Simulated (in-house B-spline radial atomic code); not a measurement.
A radial electron density 4πr²n(r) was computed for an atom or ion in its tabulated ground configuration with a B-spline radial code for spherical atoms; method: non-relativistic B3LYP, spin-polarised, spherical fractional occupations, exact exchange averaged over the configuration. Columns: r (bohr), 4πr²n(r) (electrons per bohr), bar.

```
 0.00262   0.8974 #
 0.00312     1.24 ##
 0.00371      1.7 ##
 0.00442    2.326 ###
 0.00527    3.164 ####
 0.00627    4.251 #####
 0.00747     5.67 #######
  0.0089    7.472 #########
  0.0106    9.705 ############
  0.0126    12.36 ################
   0.015    15.48 ####################
  0.0179    18.98 ########################
  0.0213    22.57 #############################
  0.0254    26.03 #################################
  0.0303    28.91 #####################################
  0.0361    30.73 #######################################
  0.0429    31.18 ########################################
  0.0512    30.17 ######################################
  0.0609    28.12 ####################################
  0.0726    25.84 #################################
  0.0865    24.54 ###############################
   0.103     25.2 ################################
   0.123    28.06 ####################################
   0.146    31.84 ########################################
   0.174    34.64 ############################################
   0.207    34.19 ###########################################
   0.247    29.59 ######################################
   0.294    22.39 ############################
    0.35    15.64 ####################
   0.417    12.14 ###############
   0.497    12.45 ################
   0.592    14.35 ##################
   0.705    14.85 ###################
    0.84    12.57 ################
       1    8.488 ###########
    1.19     4.51 ######
    1.42    1.823 ##
    1.69   0.5653 #
    2.01   0.1308 
     2.4  0.02077 
    2.86 0.002268
```

Task: Which atom or ion is it?
A. Fe7+
B. Cr6+
C. Mn6+
D. Fe6+

Result: D. The area under the curve, ∫4πr²n dr = ∫r·4πr²n d(ln r) on this logarithmic grid, is 20 electrons, which only this option has. The configuration is [Ar] 3d2.
